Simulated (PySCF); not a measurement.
# How methods differ on the ionisation energy of Ni¹⁴⁺

Ni¹⁴⁺ [Ne] 3s2 3p2 (3P) → Ni¹⁵⁺ [Ne] 3s2 3p1 (2P), as a difference of total energies. Calculation: PySCF 2.14, in an uncontracted even-tempered set (17 s from 0.93 bohr⁻², ratio 2.5; 11 p from 1.2 bohr⁻², ratio 2.5; 5 d from 6.3 bohr⁻², ratio 2.7; 4 f from 9.5 bohr⁻², ratio 2.7); the non-relativistic Hamiltonian (point nucleus). Correlated levels: outer shells: 1s2 frozen; virtual orbitals above 40 to 60 times the deepest correlated orbital energy dropped. The calculations carry no spin-orbit coupling.

```tsv
method	ionisation energy (eV)
UHF	459.04
LDA	460.24
PBE	460.23
PBE0	460.23
r2SCAN	460.51
PBEsol	460.07
r2SCAN0	460.42
MP2 (outer shells)	459.60
SCS-MP2 (outer shells)	459.44
```

**Question.** How much does correlation contribute at MP2 (outer shells)?

**Answer.** 459.60 − (459.04) = 0.56 eV, measured against UHF.

A first-order spin-orbit estimate (lowest level to lowest level, LS coupling) adds -0.077 eV.

These non-relativistic numbers lack the scalar-relativistic shift.

For comparison: 462.8 ± 1.1 eV (semi-empirical (NIST evaluation); NIST Atomic Spectra Database, ionization energies).
